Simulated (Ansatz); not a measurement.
The cluster Ca₄Se₃. The state is a singlet with charge 0. Geometry PBE-D4/def2-SVP.

```tsv
atom	x (Å)	y (Å)	z (Å)
Ca1	-2.177	0.747	-0.515
Ca2	0.688	1.733	1.442
Ca3	1.132	-0.460	-1.422
Ca4	-0.511	-1.668	1.587
Se5	2.051	-0.672	1.216
Se6	0.108	2.142	-1.239
Se7	-1.291	-1.822	-1.070
```

The structure comes from a short search, and lower isomers may exist.

Problem. Estimate the orbital energies around the gap (eV) in Ansatz with PBE-D4/def2-SVP, PBE-D4/def2-TZVP, BLYP-D4/def2-TZVP, PBE0-D4/def2-SVP, BHLYP-D4/def2-TZVP.

Solution. 
```
orbital  PBE-D4/def2-SVP  PBE-D4/def2-TZVP  BLYP-D4/def2-TZVP  PBE0-D4/def2-SVP  BHLYP-D4/def2-TZVP
 HOMO−5            -5.27             -5.33              -5.12             -6.28               -7.15
 HOMO−4            -5.27             -5.33              -5.12             -6.28               -7.14
 HOMO−3            -5.00             -5.06              -4.87             -5.96               -6.80
 HOMO−2            -4.99             -5.06              -4.87             -5.93               -6.79
 HOMO−1            -4.99             -5.06              -4.86             -5.93               -6.79
   HOMO            -3.08             -3.11              -3.03             -3.54               -3.99
   LUMO            -1.85             -1.89              -1.88             -1.36               -1.00
 LUMO+1            -1.85             -1.89              -1.88             -1.36               -1.00
 LUMO+2            -1.60             -1.70              -1.64             -1.03               -0.74
 LUMO+3            -1.57             -1.63              -1.54             -0.81               -0.33
 LUMO+4            -1.20             -1.29              -1.28             -0.46                0.07
 LUMO+5            -1.04             -1.12              -1.01             -0.14                0.32
```
